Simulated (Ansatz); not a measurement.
Geometry optimisation, Ansatz, RKS PBE0-D4/def2-SVP.

The input (input.yaml):

```yaml
crystal:
  periodic: [false, false, false]
  atoms:
    - { symbol: C, position_ang: [0.092, 2.2032, 0.7464] }
    - { symbol: Si, position_ang: [0.4242, 0.4636, 1.0203] }
    - { symbol: Si, position_ang: [2.73414, 0.08214, 1.04186] }
    - { symbol: "N", position_ang: [3.10907, -1.51605, 1.53001] }
    - { symbol: O, position_ang: [3.49123, 0.92854, 2.25891] }
    - { symbol: H, position_ang: [0.4512, 2.6136, -0.2204] }
    - { symbol: H, position_ang: [0.4992, 2.8748, 1.5284] }
    - { symbol: H, position_ang: [-0.9974, 2.4457, 0.7154] }
    - { symbol: H, position_ang: [-0.24803, -0.36794, -0.05895] }
    - { symbol: H, position_ang: [-0.20756, 0.04063, 2.30875] }
    - { symbol: H, position_ang: [3.32338, 0.36423, -0.25582] }
    - { symbol: H, position_ang: [2.78207, -2.16132, 0.75811] }
    - { symbol: H, position_ang: [2.7048, -1.75527, 2.28989] }
    - { symbol: H, position_ang: [4.34316, 0.5864, 2.44879] }
basis:
  gaussian: { orbitals: def2-SVP }
hamiltonian:
  xc: pbe0
  dispersion: d4
relax:
  f_tol: 0.015
  max_steps: 40
```

Command:

```bash
$ ansatz run input.yaml --threads 2 --pin off --max-ram 3072MiB --backend cpu --events-out ev --progress --plain --runs-dir out
```

Question: Where does it end, and by what steps?

Answer: It converged. The force dipped under the threshold on the way, but the program's further checks kept it going. After 21 steps the energy has fallen by 0.960 eV; H12 moved furthest, 1.03 Å. The start is strongly strained (largest force component 9 eV/Å).

```tsv
step	energy less start (eV)	largest force component (eV/Å)	accepted
0	0.0000	8.927	yes
1	-0.7945	1.500	yes
2	-0.4810	3.004	no
3	-0.8938	0.403	yes
4	-0.9096	0.316	yes
5	-0.9198	0.553	yes
6	-0.9390	0.101	yes
7	-0.9427	0.256	yes
8	-0.9445	0.343	yes
9	-0.9312	0.628	no
10	-0.9477	0.159	yes
11	-0.9507	0.200	yes
12	-0.9521	0.174	yes
13	-0.9530	0.214	yes
14	-0.9574	0.065	yes
15	-0.9541	0.551	no
16	-0.9589	0.034	yes
17	-0.9590	0.205	yes
18	-0.9597	0.086	yes
19	-0.9601	0.009	yes
20	-0.9602	0.009	yes
21	-0.9602	0.009	yes
```

```xyz
14
Properties=species:S:1:pos:R:3
C 0.119 2.328 0.891
Si 0.364 0.460 0.929
Si 2.640 -0.069 0.974
N 2.847 -1.703 1.482
O 3.259 1.123 1.987
H 0.507 2.751 -0.048
H 0.677 2.784 1.723
H -0.943 2.603 0.981
H -0.293 -0.193 -0.250
H -0.269 -0.123 2.160
H 3.340 0.005 -0.350
H 3.675 -2.242 1.260
H 2.361 -2.074 2.290
H 4.216 1.151 2.081
```

Whether the end is a true minimum wasn't checked by a vibrational analysis.

Time of the run: 72 s on 2 threads of Arm Neoverse V2, on a shared host, peak memory 0.29 GiB.
